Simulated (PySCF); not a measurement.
SMILES [TeH2] (CAM-B3LYP/def2-SVP optimised geometry):

```
3

Te    -0.821    -0.830     0.000
H      0.839    -0.830     0.000
H     -0.839     0.830     0.000
```

Calculation: CAM-B3LYP/def2-TZVP, def2 effective core potentials past Kr (PySCF).

Task: What are the frontier orbital energies and the dipole moment?

Result: HOMO-2 -12.21 eV, HOMO-1 -10.74 eV, HOMO -7.81 eV, LUMO 0.32 eV, LUMO+1 1.06 eV; dipole moment 0.18 D.

On the same geometry PBE/def2-TZVP, def2 effective core potentials past Kr (PySCF) gives HOMO-2 -9.60 eV, HOMO-1 -8.32 eV, HOMO -5.51 eV, LUMO -1.54 eV, LUMO+1 -0.72 eV; dipole moment 0.17 D.
